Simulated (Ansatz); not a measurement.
Input file:

```yaml
crystal:
  periodic: [false, false, false]
  atoms:
    - { symbol: B, position_ang: [0.036966, -0.463443, 0.028046] }
    - { symbol: Cl, position_ang: [-0.275117, -0.775267, 1.815444] }
    - { symbol: F, position_ang: [1.300713, -0.385013, -0.369612] }
    - { symbol: O, position_ang: [-0.962076, -0.543386, -0.875968] }
    - { symbol: H, position_ang: [-1.830433, -0.644567, -0.448158] }
    - { symbol: "N", position_ang: [0.043547, 2.176145, 0.767372] }
    - { symbol: H, position_ang: [1.006522, 2.520939, 0.874582] }
    - { symbol: H, position_ang: [-0.546331, 2.998984, 0.590963] }
    - { symbol: H, position_ang: [-0.226591, 1.79671, 1.700229] }
basis:
  gaussian: { orbitals: def2-SVP }
hamiltonian:
  xc: pbe
  dispersion: d4
relax:
  f_tol: 0.03
  max_steps: 50
```

Launched with:

```bash
$ ansatz run input.yaml --threads 2 --pin off --max-ram 3072MiB --backend cpu --events-out ev --progress --plain --runs-dir out
```

Hardware: 2 threads of Intel(R) Xeon(R) 6975P-C (Granite Rapids) (shared host).

Q: Roughly how long does this run take, and how much memory?

A: 25 s, with a peak of 0.19 GiB, for 25 ionic steps.
